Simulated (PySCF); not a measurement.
Species: C₅H₁₄FNSi₂.
SMILES with atom numbers: `[F:1][SiH2:2][N:3]([CH2:4][CH2:5][SiH3:6])[CH:7]1[CH2:8][CH2:9]1`

NICS is the negative of the GIAO shielding at a point without a nucleus: at the ring centre (0) and 1 Å above and below it (1); zz is the component along the ring normal. Level: GIAO PBE0/pcSseg-1 (PySCF, non-relativistic, gas phase) on the GFN2-xTB geometry, one conformer.

Ring bond lengths (Å), with Mayer bond orders in brackets: C7–C8 1.497 (0.98), C8–C9 1.499 (0.98), C9–C7 1.502 (0.96).

Question: What do the NICS probes read (ppm)?

Answer: 
```json
{"ring": "C7–C8–C9", "type": "3-membered carbocycle; formal bonds all single", "NICS(0)": "-42.6", "NICS(1), two faces": "-7.9 / -9.4", "NICS(1)zz, two faces": "-17.9 / -24.1", "rms pucker (Å)": "0.00", "centre to ring atoms, mean (Å)": "0.87"}
```

Question: What do they say, and how far can they be read as aromaticity?

Answer: 
- C7–C8–C9: mean NICS(1)zz -21.0 ppm, shielded. C7, C8, C9 have four or more neighbours, so the value isn't read as a sign of a π ring current. The two faces differ by 6.2 ppm, so no symmetry operation interchanges them. NICS(0) lies 34 ppm below the mean NICS(1).

Question: What field does 9.4 T along the ring normal induce along that normal at the second NICS(1) probe listed for ring C7–C8–C9, 1 Å off the ring?

Answer: NICSzz × B0 = -24.1 ppm × 9.4 T = -227 μT, against the applied field.

Question: Give the inner angles of the rings and the Hirshfeld charges of the ring atoms.

Answer: 
- C7–C8–C9: C7 60.0° (+0.004 e), C8 60.2° (-0.089 e), C9 59.8° (-0.092 e); sum 180.0° against 180° for a flat convex ring.

Question: What are the shieldings of the ring atoms and their hydrogens in the same run (means over atoms taken as equivalent)?

Answer: 
```json
{"atoms": "C7", "environment": "sp3 carbon bound to nitrogen", "σ isotropic (ppm)": "154.4", "principal values of the symmetric part, first atom (ppm)": "115.1, 138.2, 209.8"}
{"atoms": "C8 (×2)", "environment": "three-membered-ring carbon", "σ isotropic (ppm)": "176.1", "principal values of the symmetric part, first atom (ppm)": "144.0, 173.2, 204.8"}
{"atoms": "H on C7", "environment": "methine hydrogen", "σ isotropic (ppm)": "28.82", "principal values of the symmetric part, first atom (ppm)": "21.4, 28.6, 36.5"}
{"atoms": "H on C8 (×2)", "environment": "methylene hydrogen", "σ isotropic (ppm)": "31.31", "principal values of the symmetric part, first atom (ppm)": "26.1, 28.7, 38.7"}
{"atoms": "H on C8 (×2)", "environment": "methylene hydrogen", "σ isotropic (ppm)": "31.07", "principal values of the symmetric part, first atom (ppm)": "25.2, 26.2, 41.2"}
```

The run took 97 s wall on one thread, Arm Neoverse N1 (aarch64), no GPU, on a shared host, and the process peaked at 1.0 GiB of memory. This is the whole shielding run at PBE0/pcSseg-1, SCF included.

The values belong to the conformer `[F:1][SiH2:2][N:3]([CH2:4][CH2:5][SiH3:6])[CH:7]1[CH2:8][CH2:9]1`: F1–Si2–N3–C4 -71°, Si2–N3–C4–C5 83°, N3–C4–C5–Si6 -176°, Si2–N3–C7–C8 58°.
